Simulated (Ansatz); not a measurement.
A made-up structure of LiAlSiH4O, closed shell:

```
8
angstrom
Li -0.7209 2.5216 -1.2501
O -0.4316 1.0245 -1.0162
Si -0.1328 -0.4234 -0.7229
Al 0.3967 -0.2278 1.3324
H 1.0799 -1.1170 -1.5579
H -1.3545 -1.4849 -0.8949
H 0.4275 1.2266 2.2626
H 0.7358 -1.5196 1.8471
```

It is relaxed with PBE-D4/def2-SVP and then PBE0-D4/def2-TZVP (Ansatz 0.2.0). Atoms count as bonded within 1.22 times the sum of their covalent radii (H–H: 0.88 Å). The end point is not checked to be a true minimum.

(1) Does its bonding change? (Judge from chemistry; the calculation decides.)

Results:

(1) By the calculation: No: no bond forms or breaks.

Where it ends: The first stage lowers the energy by 1.95 eV in 10 steps. It ends as LiAlSiH₄O ([Li][O][SiH2][AlH2]):
Li1  (-0.886, 2.655, -1.778)
O2  (-0.532, 1.142, -1.319)
Si3  (-0.166, -0.328, -0.793)
Al4  (0.491, -0.392, 1.587)
H5  (0.953, -0.964, -1.578)
H6  (-1.301, -1.305, -0.964)
H7  (0.538, 0.930, 2.494)
H8  (0.903, -1.738, 2.350)
(Å)

Labels in which every atom is bracketed show which atoms are joined, not bond orders.

For scale, one of the runs: PBE0-D4/def2-TZVP relaxation, 143 basis functions, launched by `ansatz run in.yaml --threads 2 --pin off --events-out ev --progress --plain --max-ram 4352MiB`. Hardware: 2 CPU threads of an Arm Neoverse V2, shared host. Wall time about 26 s.
